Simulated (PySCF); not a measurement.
# Mayer bond orders and bond lengths

Compound: C6H3Cl2F.
SMILES with atom numbers: `[F:1][C@@:2]12[CH:3]=[CH:4][C@@:5]3([Cl:6])[C@@H:7]1[C@@:8]23[Cl:9]` (hydrogens: H10 on C3; H11 on C4; H12 on C7)

Bond orders from the PBE0/pcSseg-1 density (PySCF). Geometry: GFN2-xTB; no solvent, vibrations or thermal averaging.

Question: Where do the orders between heavy atoms depart from those drawn in the SMILES?

Answer: The largest departure is 0.242, at C7–C8 (drawn single, 0.758). Drawn single, order below 0.88: C5–C7 (0.820), C7–C8 (0.758), C7–C2 (0.842), C8–C2 (0.835) and C8–C5 (0.830).

Question: Give the Mayer order of every bond, beside its length.

Answer: 
| bond | drawn as | length (Å) | Mayer order |
| --- | --- | --- | --- |
| F1–C2 | single | 1.344 | 0.968 |
| C2–C3 | single | 1.483 | 1.011 |
| C3–C4 | double | 1.334 | 1.769 |
| C4–C5 | single | 1.486 | 0.944 |
| C5–Cl6 | single | 1.728 | 1.089 |
| C5–C7 | single | 1.525 | 0.820 |
| C7–C8 | single | 1.464 | 0.758 |
| C8–Cl9 | single | 1.707 | 1.087 |
| C7–C2 | single | 1.523 | 0.842 |
| C8–C2 | single | 1.526 | 0.835 |
| C8–C5 | single | 1.529 | 0.830 |
| C3–H10 | single | 1.070 | 0.972 |
| C4–H11 | single | 1.070 | 0.990 |
| C7–H12 | single | 1.068 | 0.998 |

Bonds between the same two heavy elements. C–C: lowest C7–C8 (0.758, 1.464 Å), highest C3–C4 (1.769, 1.334 Å); in 6 of the 28 pairs the longer bond (by over 0.003 Å) has the higher order (by 0.02 or more). C–Cl: all 2 within 0.02 of one another (1.087 to 1.089).

Question: Sum the orders of all bonds at each heavy atom with more than one neighbour and set the sums beside the valence in the SMILES.

Answer: C2 3.656 (drawn 4), C3 3.752 (drawn 4), C4 3.703 (drawn 4), C5 3.683 (drawn 4), C7 3.418 (drawn 4), C8 3.510 (drawn 4). Orders between atoms that aren't bonded are not in these sums.

For a closed shell the Mayer order of atoms A and B is Σ (PS)μν (PS)νμ over the basis functions μ on A and ν on B, with P the density and S the overlap matrix.
